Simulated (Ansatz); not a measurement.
Consider the formal exchange of groups at a Ge–Ge bond: `[SiH3][SiH2][GeH2][GeH2][SiH2][GeH3]` + `[SiH3][SiH3]` → `[SiH3][SiH2][GeH2][SiH2][SiH3]` + `[GeH3][SiH2][GeH3]`.

Isolated molecules relaxed with PBE0-D4/def2-TZVP in Ansatz; ΔE leaves out vibrations. CCSD(T)/CBS is the MP2 limit (def2-TZVPP, def2-QZVPP) plus CCSD(T) − MP2 in def2-TZVPP, frozen cores. Functionals use def2-TZVPP. B3LYP here is the variant with VWN-RPA as its local correlation; programs differ in this. HSE06 is defined as in plane-wave codes. For Ge outer-core shells are correlated without core-valence functions, which leaves a few kJ/mol of doubt a bond. Scalar relativity is left out up to krypton. Each species was taken in one conformer, which may not be the lowest.

`[SiH3][SiH2][GeH2][GeH2][SiH2][GeH3]`:

```xyz
20

Si    1.193   -2.358   -0.645
Si   -1.138   -2.183   -0.581
Ge   -1.900    0.016   -1.094
Ge   -1.728    1.480    0.835
Si    0.469    1.385    1.743
Ge    2.051    1.828    0.021
H     1.818   -1.505    0.400
H     1.695   -1.924   -1.977
H     1.609   -3.768   -0.413
H    -1.711   -3.146   -1.563
H    -1.632   -2.560    0.773
H    -1.062    0.600   -2.247
H    -3.368   -0.035   -1.562
H    -2.767    1.045    1.886
H    -2.057    2.924    0.412
H     0.633    2.375    2.843
H     0.697    0.024    2.301
H     1.981    3.311   -0.381
H     3.486    1.508    0.471
H     1.731    0.983   -1.224
```

`[SiH3][SiH3]`:

Z-matrix (Å, degrees):
```
Si
Si 1 2.338
H 1 1.488 2 110.3
H 1 1.488 2 110.3 3 120.0
H 1 1.488 2 110.3 3 -120.0
H 2 1.488 1 110.3 3 59.9
H 2 1.488 1 110.3 3 179.9
H 2 1.488 1 110.3 3 -60.1
```

`[SiH3][SiH2][GeH2][SiH2][SiH3]`:

```xyz
17

Si   -1.032   -2.440    0.305
Si    1.151   -1.608    0.337
Ge    1.366    0.104   -1.306
Si   -0.416    1.662   -1.039
Si   -0.540    2.322    1.199
H    -1.345   -2.982   -1.045
H    -1.222   -3.520    1.311
H    -1.986   -1.337    0.602
H     2.128   -2.704    0.085
H     1.440   -1.023    1.676
H     2.717    0.826   -1.149
H     1.321   -0.519   -2.714
H    -1.691    0.998   -1.432
H    -0.216    2.847   -1.919
H    -0.772    1.128    2.055
H    -1.645    3.293    1.424
H     0.743    2.954    1.610
```

`[GeH3][SiH2][GeH3]`:

```xyz
11

Ge   -0.041    0.856    1.792
Si   -0.292   -0.926    0.237
Ge    0.249   -0.195   -1.961
H    -0.385    0.405    3.222
H    -0.968    2.023    1.413
H     1.409    1.369    1.779
H    -1.697   -1.418    0.266
H     0.604   -2.051    0.621
H     1.702    0.306   -2.009
H    -0.674    0.963   -2.375
H     0.092   -1.333   -2.984
```

| level | ΔE (kcal/mol) | difference from CCSD(T)/CBS |
| --- | --- | --- |
| LDA (SPW92) | 3.1 | -1.4 |
| BLYP-D4 | 4.6 | 0.1 |
| PBE0-D4 | 3.6 | -0.9 |
| B3LYP-D4 | 4.6 | 0.1 |
| r2SCANh-D4 | 3.5 | -1.0 |
| HSE06-D4 | 3.6 | -0.9 |
| CAM-B3LYP-D4 | 4.2 | -0.3 |
| ωB97M-V | 4.4 | -0.1 |
| B2PLYP | 3.8 | -0.7 |
| BLYP | 2.6 | -1.9 |
| r2SCAN | 2.9 | -1.6 |
| PBE0 | 2.5 | -2.0 |
| r2SCANh | 3.0 | -1.5 |
| r2SCAN0 | 3.2 | -1.3 |
| HF/def2-TZVPP | 3.1 | -1.4 |
| CCSD/def2-TZVPP | 4.5 | 0.0 |
| CCSD(T)/CBS | 4.5 | 0 |

Largest T1 diagnostic among the species: 0.013.

Leaving LDA and LC-ωPBE aside and taking each functional with its dispersion term where it has one, the values, not all of them listed here, spread over 3.2 kcal/mol, from B97M-V to BHLYP-D4. LDA lies +0.8 kcal/mol from PBE without D4. The D4 term adds +1.7 kcal/mol with B3LYP and +1.1 kcal/mol with PBE0; it sums over pairs of atoms, weighted by their polarisabilities, and B3LYP, whose exchange is more repulsive, gets the larger term.
